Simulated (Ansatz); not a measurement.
Geometry optimisation, Ansatz, RKS LDA/6-31G*.

Input file:

```yaml
crystal:
  periodic: [false, false, false]
  atoms:
    - { symbol: B, position_ang: [0.121259, -0.241951, -0.150182] }
    - { symbol: Cl, position_ang: [0.008498, -0.806813, 1.592214] }
    - { symbol: "N", position_ang: [1.337381, -0.397905, -0.794953] }
    - { symbol: H, position_ang: [2.186343, -0.688963, -0.309184] }
    - { symbol: H, position_ang: [1.469755, -0.127729, -1.768803] }
    - { symbol: H, position_ang: [-0.89139, 0.055688, -0.718566] }
    - { symbol: "N", position_ang: [0.032621, 2.282252, 0.920254] }
    - { symbol: H, position_ang: [0.946296, 2.613263, 1.251086] }
    - { symbol: H, position_ang: [-0.559479, 3.107869, 0.770134] }
    - { symbol: H, position_ang: [-0.380883, 1.732089, 1.702402] }
basis:
  gaussian: { orbitals: "6-31G*" }
hamiltonian:
  xc: lda
relax:
  f_tol: 0.03
  max_steps: 50
```

Command:

```bash
$ ansatz run input.yaml --threads 1 --pin off --max-ram 2048MiB --backend cpu --events-out ev --progress --plain --runs-dir out
```

**Question.** Where does it end, and by what steps?

**Answer.** The forces met the threshold. After 17 steps the energy has fallen by 0.712 eV; H9 moved furthest, 1.13 Å. Joined: B1–N7 (2.74 → 1.62 Å).

| step | energy less start (eV) | largest force component (eV/Å) | accepted |
| --- | --- | --- | --- |
| 0 | 0.0000 | 0.734 | yes |
| 1 | -0.0735 | 0.451 | yes |
| 2 | -0.1644 | 0.483 | yes |
| 3 | -0.3038 | 0.587 | yes |
| 4 | -0.4665 | 0.675 | yes |
| 5 | -0.4946 | 1.787 | yes |
| 6 | -0.6250 | 0.477 | yes |
| 7 | -0.5912 | 1.263 | no |
| 8 | -0.6594 | 0.304 | yes |
| 9 | -0.6804 | 0.368 | yes |
| 10 | -0.6893 | 0.386 | yes |
| 11 | -0.7014 | 0.167 | yes |
| 12 | -0.6972 | 0.385 | no |
| 13 | -0.7082 | 0.093 | yes |
| 14 | -0.7105 | 0.110 | yes |
| 15 | -0.7044 | 0.337 | no |
| 16 | -0.7118 | 0.038 | yes |
| 17 | -0.7122 | 0.018 | yes |

```xyz
10
Properties=species:S:1:pos:R:3
B 0.097 0.299 0.119
Cl 0.148 -0.843 1.630
N 1.269 0.277 -0.762
H 2.120 -0.097 -0.326
H 1.111 -0.241 -1.629
H -0.975 0.223 -0.454
N 0.110 1.743 0.860
H 0.961 1.817 1.442
H 0.139 2.482 0.140
H -0.709 1.867 1.475
```

Whether the end is a true minimum wasn't checked by a vibrational analysis.

The run took 31 s on 1 thread of Arm Neoverse V1, on a shared host, peak memory 0.1 GiB.
